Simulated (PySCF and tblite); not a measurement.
Results of a calculation; reference values are marked as such.
C5H4O3, numbered as in [O:1]=[CH:2][c:3]1[cH:4][cH:5][c:6]([OH:7])[o:8]1.

Conformers came from 90 starts (ETKDG and KDG, MMFF94s, GFN2-xTB); geometries are GFN2-xTB. Energies: B3LYP-D3(BJ)/pcSseg-1 (IEF-PCM, chloroform), with GFN2-xTB thermal terms (modes under about 100 cm⁻¹ blended into free rotors). Symmetry numbers and mirror images are counted. Conformers within 2.5 kcal/mol (GFN2-xTB free energy) were kept, 6 at most. Programs: PySCF with density fitting and tblite.

Rotational constants are equilibrium values for the commonest isotopes; dipoles come from the energy level named and are polarised by its solvent model.

Torsions listed: O1–C2–C3–O8, O8–C6–O7–H7.

```tsv
conformer	shape	symmetry
1	0°, 0°	Cs
2	180°, 0°	Cs
```

**Question.** Give the rotational constants and dipole components.

**Answer.** 
```csv
conformer,A (MHz),B (MHz),C (MHz),abs μa (D),abs μb (D),abs μc (D),κ,Ic−Ia−Ib (u Å²)
1,5032,1512,1163,3.59,2.03,0.00,-0.82,0.0
2,6657,1335,1112,4.76,1.31,0.00,-0.92,0.0
```

**Question.** Which type of transition is strongest for conformer 1?

**Answer.** a-type, since that component is clearly the largest; the top is near-prolate.


Conformer gaps in pcSseg-1 on xTB geometries can be 2 kcal/mol off for S=O, P=O and other polar bonds.